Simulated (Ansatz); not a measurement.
Input file for Ansatz (a quantum-chemistry and plane-wave program): R-PBE/def2-TZVPP on H5NSeSi (SMILES N[Se][SiH3]), a point of a torsion scan.

Ansatz 0.2 input:
```yaml
crystal:
  periodic: [false, false, false]
  atoms:
    - {symbol: N, position_ang: [1.70702084, 0.04678035, -0.02622869]}
    - {symbol: Se, position_ang: [0.34924895, -0.34683661, 1.21411410]}
    - {symbol: Si, position_ang: [-1.34620839, 0.51024357, -0.04989421]}
    - {symbol: H, position_ang: [2.37714290, 0.66986717, 0.41921418]}
    - {symbol: H, position_ang: [2.20484794, -0.81520513, -0.23746457]}
    - {symbol: H, position_ang: [-1.12377247, 1.94020494, -0.23999456]}
    - {symbol: H, position_ang: [-1.37364294, -0.18439127, -1.33220193]}
    - {symbol: H, position_ang: [-2.53742579, 0.24515137, 0.74832020]}
basis:
  gaussian:
    orbitals: def2-TZVPP
hamiltonian:
  xc: {name: PBE}
scf: {lower_state_search: off}
```

It printed:

```
WARN ansatz: RAYON_NUM_THREADS=1 ignored (pool sized by the plan → 1); use --threads N
Functional definition: PBE
these checks for a lower state are left out or cut short: stability, starts, cluster_reference, orbital_swaps, neighbouring_geometries, increment
integrals: 0.11 GiB planned
1125 factors; their error is unknown
mean field: 0.72 GiB planned
mean field evaluation 1: about -74775.0326 eV, gradient 6.7e1 eV
mean field evaluation 2: about -74718.3971 eV, gradient 1.4e2 eV
mean field evaluation 4: about -74783.3710 eV, gradient 1.3e1 eV
mean field evaluation 8: about -74783.8549 eV, gradient 2.4e-1 eV
mean field evaluation 16: about -74783.8078 eV, gradient 1.4e-4 eV
mean field -74783.80775964 eV, -2748.2542448812 hartree, gradient 4.0e-6 eV, S^2 0.000000; 0 other end points of the search recorded, 0 dependent functions left out
reference -74783.80779758 eV, -2748.2542462755 hartree; 30, 30 occupied and 161, 161 virtual orbitals, 1125 factors
Total energy: -74783.80779758 eV, -2748.2542462755 hartree
Checks for a lower state left out: stability, starts, cluster_reference, orbital_swaps, neighbouring_geometries, increment
```

The run converged.

Cost: very roughly 2.6 core-seconds.
